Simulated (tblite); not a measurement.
Species: C₆H₁₈N₂Si.
Structure used (GFN2-xTB), in Å, numbered top down from 1:
```
atom  x, y, z in Å
C1     3.210   -0.913   -1.178
C2     3.073    0.026    0.019
N3     1.712    0.169    0.467
Si4    0.619    1.325   -0.158
C5    -1.054    0.870    0.644
C6    -2.208    1.642    0.005
N7    -1.215   -0.580    0.685
C8    -1.450   -1.191   -0.604
C9    -2.179   -1.037    1.663
H10    4.247   -0.974   -1.497
H11    2.607   -0.546   -2.004
H12    2.866   -1.911   -0.916
H13    3.688   -0.347    0.847
H14    3.434    1.019   -0.253
H15    1.317   -0.703    0.792
H16    0.499    1.396   -1.630
H17    1.054    2.659    0.280
H18   -0.997    1.182    1.692
H19   -2.279    1.433   -1.060
H20   -3.163    1.399    0.471
H21   -2.033    2.708    0.126
H22   -2.448   -0.978   -1.015
H23   -1.352   -2.274   -0.501
H24   -0.700   -0.842   -1.311
H25   -2.110   -2.123    1.743
H26   -1.938   -0.604    2.633
H27   -3.219   -0.780    1.412
```

Method: GFN2-xTB as coded in tblite; computed harmonic values from a numerical Hessian at the method's own geometry, unscaled. Against measured fundamentals such values can be off by several per cent, at times by over 20. Modes of hydrogen on silicon can be 10 to 20 % off. One conformer, not necessarily the lowest.

Harmonic wavenumbers (cm⁻¹): 41.6, 47.6, 69.1, 93.8, 110.1, 191.4, 204.9, 209.0, 232.0, 245.9, 265.2, 282.1, 295.9, 389.5, 409.7, 424.9, 477.5, 501.7, 557.6, 588.6, 704.9, 748.9, 803.5, 850.3, 853.3, 859.2, 982.4, 986.7, 1008.3, 1043.9, 1067.4, 1072.6, 1076.9, 1100.9, 1106.2, 1153.6, 1177.6, 1182.6, 1248.4, 1265.3, 1280.2, 1325.8, 1346.1, 1372.1, 1399.5, 1404.5, 1411.7, 1424.9, 1482.5, 1486.8, 1491.4, 1492.7, 1496.0, 1501.0, 1506.3, 1514.0, 1520.7, 2111.8, 2209.8, 2845.8, 2855.4, 2909.8, 2921.9, 2979.3, 2981.7, 2988.5, 3000.8, 3012.7, 3023.7, 3028.7, 3032.3, 3039.0, 3039.4, 3044.3, 3424.4.

A = 2065, B = 755.8, C = 656.2 MHz; mass 146.124 u (most abundant isotopes); point group C1, symmetry number 1.

Problem. What is the zero-point energy?

Solution. Half the sum of the wavenumbers: 51418 cm⁻¹ = 615.10 kJ/mol.

Problem. What is S at 350 K and 1 bar for an ideal gas of classical rigid rotors and harmonic oscillators?

Solution. Translation 174.35, rotation 128.06, vibration 212.01: S = 514.4 J/(mol K).

Problem. And Cp and H(350 K) − H(0)?

Solution. Cp = 240.38 J/(mol K), of which vibrations give 207.12 (their classical limit is 75 R = 623.6); H(350 K) − H(0) = 49.55 kJ/mol without the zero-point energy, 37.91 from vibrations.

Problem. Blend soft modes into free rotors: weight 1/[1 + (100 cm⁻¹/ν̃)⁴] for the oscillator and the rest for a rotor with moment μB/(μ + B), μ = h/(8π²ν), B = 10⁻⁴⁴ kg m². What vibrational entropy results?

Solution. 192.74 J/(mol K) in place of 212.01, which changes −T·S at 350 K by +6.75 kJ/mol.

Problem. Which modes carry the vibrational entropy at 350 K?

Solution. 41.6 cm⁻¹: 23.01; 47.6 cm⁻¹: 21.89; 69.1 cm⁻¹: 18.81; 93.8 cm⁻¹: 16.29; 110.1 cm⁻¹: 14.98; 191.4 cm⁻¹: 10.52 J/(mol K); the other 69 give 106.52 together.

Hindered rotation and anharmonicity are outside this model. Other conformers, if any are populated, would add a mixing term that is left out. The structure is chiral; the term R ln 2 for an equal mix with its mirror image is left out.
